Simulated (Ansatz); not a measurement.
Reactions of C₂H₈FGaOSi, SMILES `C[SiH2][GaH][CH](O)F`.

Program: Ansatz. Geometries: PBE0-D4/def2-TZVP. ΔE: electronic, gas phase. CCSD(T)/CBS adds triple-zeta CCSD(T) − MP2 to the extrapolated MP2 energy (def2 sets, frozen cores). This one scheme is used for every species, atoms too. No spin–orbit coupling; open shells (•) take unrestricted orbitals. Spin–orbit coupling would lower the free atoms: a little for C, F, O, Si; clearly for Ga. Bonds to Ga are less sure, by a few kJ/mol each and by 10 to 20 or more in all where they break to atoms, as the def2 sets lack core-valence functions. Scalar relativity is left out up to krypton. One conformer a species, not always the lowest.

**Question.** Order these by ΔE at CCSD(T)/CBS, lowest first. (An estimate is asked.)
A. `C[SiH2][GaH][CH](O)F` + BH₃ → `[BH2][GaH][SiH2]C` + `OCF`
B. `C[SiH2][GaH][CH](O)F` + HCl → `C[SiH2][GaH][Cl]` + `OCF`
C. `C[SiH2][GaH][CH](O)F` + H₂ → `C[SiH2][GaH2]` + `OCF`
D. `C[SiH2][GaH][CH](O)F` → 2 C• + F• + Ga• + 8 H• + O• + Si•
E. `C[SiH2][GaH][CH](O)F` + CH₃NH₂ → `CNC(O)F` + `C[SiH2][GaH2]`

**Answer.** B (-1.72 eV), C (-0.48 eV), A (-0.28 eV), E (-0.11 eV), D (+48.91 eV).

Largest T1 diagnostic: 0.013, for Ga•.
